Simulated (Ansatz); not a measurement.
CH2FNOSi, SMILES `O[Si]1(F)C=N1`, relaxed with RKS PBE0-D4/def2-TZVP in Ansatz 0.2.0 from a PBE-D4/def2-SVP geometry. The force threshold is 0.005 eV/Å; the program also tests the step.

Total charge 0; spin multiplicity 1.

Start:

```xyz
7

O     0.284   -0.483   -1.735
Si    0.320   -0.440   -0.082
F     1.353   -1.616    0.332
C    -0.216    0.819    1.036
N    -1.111   -0.145    0.932
H    -0.345    0.131   -2.152
H    -0.286    1.734    1.669
```

**Question.** How much energy does the relaxation release, and in how many steps? (An estimate is asked.)

**Answer.** The calculation gave: 10.10 kJ/mol, in 9 steps, 1 of them rejected.

**Question.** Which bonds change most? (Estimate.)

**Answer.** The calculation gave: Si2–N5 from 1.779 to 1.733 Å; Si2–F3 from 1.619 to 1.575 Å; O1–Si2 from 1.653 to 1.617 Å; Si2–C4 from 1.768 to 1.743 Å.

**Question.** Give the relaxed structure. (An estimate is asked.)

**Answer.** Ansatz gave: 
```xyz
7

O     0.280   -0.465   -1.692
Si    0.307   -0.448   -0.075
F     1.325   -1.582    0.320
C    -0.201    0.811    1.020
N    -1.085   -0.145    0.913
H    -0.339    0.124   -2.127
H    -0.288    1.705    1.641
```
